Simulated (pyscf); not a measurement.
Hydrogen shift: •H₂C–GaH–CH₃ → [H₃C–Ga–CH₃]•

Gas phase, doublet surface, charge 0. Bonds broken: Ga1–H3. Bonds formed: C2–H3. Single points on ωB97X-D3(BJ)/def2-SVP structures (PySCF, gas phase).

Transition state (Å):

```xyz
9

Ga     0.6250     0.2151     0.5028
C      1.3514    -1.3892    -0.1993
H      2.2173    -0.2023     0.7878
H      1.1800    -2.4127     0.1732
H      2.1653    -1.3170    -0.9308
C     -0.9665     0.7605     1.5124
H     -0.8001     0.5519     2.5820
H     -1.8501     0.1968     1.1753
H     -1.1668     1.8363     1.4040
```

One imaginary mode, 1593i cm⁻¹; descent along it reached the two sides named.

```csv
bond,change,reactant side (Å),saddle,product side
Ga1–H3,breaks,1.572,1.671,2.572
C2–H3,forms,3.0,1.770,1.105
```

Electronic energies relative to the reactant's lowest minimum found (eV):

```json
[
 {"level": "ωB97X-D3(BJ)/def2-TZVP", "barrier": "1.72", "reaction energy": "-0.85", "reverse barrier": "2.56"},
 {"level": "PBE/def2-TZVP", "barrier": "1.25", "reaction energy": "-1.01", "reverse barrier": "2.26"},
 {"level": "r²SCAN/def2-TZVP", "barrier": "1.46", "reaction energy": "-0.83", "reverse barrier": "2.30"},
 {"level": "B3LYP-D3(BJ)/def2-TZVP", "barrier": "1.52", "reaction energy": "-0.92", "reverse barrier": "2.44"},
 {"level": "PBE0-D3(BJ)/def2-TZVP", "barrier": "1.51", "reaction energy": "-0.93", "reverse barrier": "2.44"},
 {"level": "M06-2X/def2-TZVP", "barrier": "1.57", "reaction energy": "-1.02", "reverse barrier": "2.59"},
 {"level": "ωB97M-D3(BJ)/def2-TZVP", "barrier": "1.62", "reaction energy": "-0.92", "reverse barrier": "2.54"},
 {"level": "HF/def2-TZVP", "barrier": "2.27", "reaction energy": "-0.57", "reverse barrier": "2.84"}
]
```

With ωB97M-D3(BJ)/def2-TZVP energies and thermal terms (ideal gas, 1 atm, RRHO with modes under 100 cm⁻¹ raised to 100, one conformer, R ln 2 for chiral ones without a mode under 150 cm⁻¹), in eV:

```csv
T (K),ΔH‡,ΔG‡,ΔH,ΔG
298,1.58,1.60,-0.79,-0.80
600,1.56,1.64,-0.81,-0.80
900,1.53,1.68,-0.83,-0.80
1200,1.51,1.74,-0.85,-0.78
```

One saddle was located; it need not be the lowest between these sides. Elements up to Kr have no core potential and no relativistic terms here.
